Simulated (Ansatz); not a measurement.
System: H2SiOI, charge 0, doublet. H2SiOI (SMILES O[SiH]I, doublet).
B3LYP-D3(BJ)/def2-TZVP minimum from Ansatz (an electronic-structure program):
```xyz
5

Si    -0.8349    -0.1308     1.4143
O     -2.0024    -1.2578     1.1288
I      0.5710     0.2600    -0.5974
H      0.0135    -0.7362     2.4764
H     -2.5663    -1.1497     0.3567
```
Charge 0, spin multiplicity 2.

Wanted: atomisation energy (electronic, to ground-state atoms), in kcal/mol. Open shells are spin-unrestricted; no spin-orbit coupling. Correlated methods leave the cores frozen (noble-gas shells, and filled d and f shells in the p block). Past Kr the def2 sets carry scalar-relativistic core potentials. CBS(X,Y): correlation extrapolated as X^-3, Hartree-Fock from the larger set. A bracket is a step between two methods taken in the basis named. Where a partner has so few electrons that a lower coupled-cluster level is exact, that level stands in. Spin-orbit terms, left out, reach several kcal/mol for Br and I, and more for heavier atoms.

CCSD(T)/CBS(def2-TZVPP,def2-QZVPP) + [CCSDT(Q) - CCSD(T)]/def2-SVP (Ansatz) gives 357.2 kcal/mol.

Q: What does PBE/def2-TZVPD (Ansatz) give here, and how do the other levels compare?

A: PBE gives 359.6 kcal/mol, 2.4 kcal/mol above it. Differences of the others: B3LYP/def2-TZVPD (Ansatz) -8.3; PBE0/def2-TZVPD (Ansatz) -6.3; wB97M-V/def2-TZVPD (Ansatz) -4.4; CCSD(T)/CBS(def2-TZVPP,def2-QZVPP) (Ansatz) -0.6 kcal/mol.
